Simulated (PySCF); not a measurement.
## Steps of a relaxation of Ir3

Ir3 (quartet). PySCF 2.14.0, UKS r2SCAN, Ir def2-SVP with ECP60; non-relativistic Hamiltonian with scalar-relativistic core potentials where named; density fitting; no spin-orbit coupling. Origin of the start: template. Columns: position (Å) and force (eV/Å). Energies are counted from the last step; some of the 9 steps are shown. Forces carry noise of the integration grid, about 0.01 to 0.03 eV/Å.

Run from Python with OMP_NUM_THREADS=2. Where DIIS fails, smearing, a level shift and second-order steps follow.
It took 92 s on 2 threads of Intel(R) Xeon(R) 6975P-C (Granite Rapids), with other jobs on the host, from the converged density of the start.

```xyz
3
step 0  E = 0.983 eV
Ir    0.0000    0.0000    2.4500     0.00    0.00   -3.69
Ir    0.0000    0.0000    0.0000     0.00    0.00    0.51
Ir    0.0000    0.0000   -2.4500     0.00    0.00    3.17
```

```xyz
3
step 3  E = 0.004 eV
Ir    0.0000    0.0000    2.2367     0.00    0.00   -0.31
Ir    0.0000    0.0000    0.0000     0.00    0.00    0.00
Ir    0.0000    0.0000   -2.2367     0.00    0.00    0.31
```

```xyz
3
step 5  E = 0.270 eV
Ir    0.0000    0.0000    2.2266     0.00    0.00   -0.53
Ir    0.0000    0.0000    0.0000     0.00    0.00    0.00
Ir    0.0000    0.0000   -2.2266     0.00    0.00    0.53
```

Where does the relaxation end?

It converges at step 8 in D∞h:
```xyz
3
step 8  E = 0
Ir    0.0000    0.0000    2.2251
Ir    0.0000    0.0000    0.0000
Ir    0.0000    0.0000   -2.2251
```

No frequency check is given that shows the relaxed geometry to be a minimum. Open shells may have lower solutions than the one found.
